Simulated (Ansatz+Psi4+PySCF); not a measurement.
The numbers below are computed, except where a source is named.
Input for Psi4 1.11:

```
molecule {
0 4
Ti 0.000000 0.000000 0.000000
H 0.000000 0.000000 1.779000
}

set basis cc-pVTZ
set reference rohf
set scf_type pk
energy('scf')
```

The input is written out from the run's settings.

Output:

```json
{"Converged": "yes", "Total energy": "-848.95537 hartree", "Spin squared of the determinant": "3.750", "Occupied orbitals by symmetry in an Abelian subgroup (alpha; beta)": "7 A1 3 B1 3 B2; 6 A1 2 B1 2 B2"}
```

This is not the lowest solution: another run reaches a determinant 0.51 eV lower. Caution: an unrestricted determinant lies well below.
